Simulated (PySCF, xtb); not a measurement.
chloro(disilanyl)silane (ClH7Si3), SMILES [SiH3][SiH2][SiH2]Cl.

GFN2-xTB (xtb) at its own geometry gives an orbital gap of 3.91 eV and a dipole moment of 1.74 D.

Coordinates come from a B3LYP-D3(BJ)/def2-SVP optimisation. Other conformers were not sampled.

Problem. What does PBE/def2-TZVP (PySCF) give? (An estimate is asked for; the answer gives what the named calculation found.)

Solution. gap 5.29 eV (levels -6.89 and -1.60 eV), dipole 1.28 D.
